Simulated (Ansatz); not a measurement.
**Redistribution: C4H9Br + CH2ClF → C4H9F + CH2BrCl**

Species: C4H9Br (1-bromobutane) `CCCCBr`, singlet; CH2ClF (chlorofluoromethane) `FCCl`, singlet; C4H9F `CCCCF`, singlet; CH2BrCl (bromochloromethane) `ClCBr`, singlet. The partners trade Br for F; both sit on C, so the bond types are kept.

Shapes, held fixed at every level: PBE0-D4/def2-TZVP. Flexible molecules stand in one conformer, not always the lowest. Programs: Ansatz 0.2.0. The zero-point and thermal change to 298 K, harmonic and unscaled (PBE0-D4/def2-TZVP), is -0.5 kJ/mol.

| level | kind | ΔH(298 K) (kJ/mol) | less CCSD(T)/def2-TZVPP |
| --- | --- | --- | --- |
| HF/def2-SVP | Hartree–Fock | +13.2 | -1.9 |
| r2SCAN0-D4/def2-TZVPP | global hybrid | +15.4 | +0.3 |
| wB97M-V/def2-TZVPP | range-separated hybrid | +13.8 | -1.3 |
| wB97X-V/def2-TZVPP | range-separated hybrid | +13.4 | -1.7 |
| MP2/def2-SVP | perturbation theory | +16.4 | +1.3 |
| MP2/def2-TZVPP | perturbation theory | +16.1 | +1.0 |
| CCSD(T)/def2-TZVPP | coupled cluster or CI | +15.1 | 0.0 |

The highest level, CCSD(T)/def2-TZVPP, gives ΔH(298 K) = +15.1 kJ/mol; the levels span +13.2 to +16.4. The column of differences is taken from that level and isn't an error. No measured value is set beside it here. Relativity is left out for Br. Outer-core shells of Br are correlated in most correlated rows, in sets that cover them unevenly.
